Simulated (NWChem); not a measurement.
CH6ClNOSi; SMILES CO[SiH](Cl)N

```xyz
11

Si     0.5374     0.1696    -0.3936
N      1.9596     0.7455     0.3376
Cl    -1.1972     1.2265     0.1022
O      0.3107    -1.3670     0.1523
C     -0.8526    -2.1461     0.0908
H      0.6741     0.2959    -1.8657
H      2.4667     1.5239    -0.0654
H      2.1068     0.6665     1.3371
H     -0.7514    -2.9845     0.7963
H     -1.0037    -2.5661    -0.9195
H     -1.7509    -1.5659     0.3633
```
Atoms are numbered in this order, from 1.

Computed with NWChem. Coordinates come from a PBE0/def2-SVP optimisation. Ions are spin-unrestricted doublets at the neutral geometry; other ion states weren't tried.

Question: Estimate the computed values for PBE0/def2-SVP. Quantities: vertical ionisation energy, ΔSCF (eV); −ε(HOMO) (eV).

Answer: 
```json
{
  "vertical ionisation energy, ΔSCF (eV)": "9.95",
  "−ε(HOMO) (eV)": "7.71"
}
```
